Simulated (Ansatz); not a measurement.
CHClNOSi (`O=C=N[SiH]Cl`) radical at its PBE0-D4/def2-TZVP geometry, where that method's forces vanish. Total charge 0; spin multiplicity 2.

```xyz
6

O     2.4722   -0.6719    1.1117
C     1.4463   -0.5424    0.5836
N     0.3755   -0.4601    0.0485
Si   -0.8170    0.3485   -0.8592
Cl   -1.5526    1.9381    0.2086
H    -1.9244   -0.6122   -1.0932
```

(1) What forces (eV/Å) does r2SCAN-D4/def2-TZVPP give on these atoms in Ansatz 0.2.0? (Estimate.)

Results:

(1) Computed: 
```
O1   0.470 -0.074  0.247
C2  -0.130  0.059 -0.082
N3  -0.317 -0.008 -0.161
Si4 -0.002 -0.054 -0.039
Cl5 -0.035  0.065  0.032
H6   0.014  0.011  0.002
```
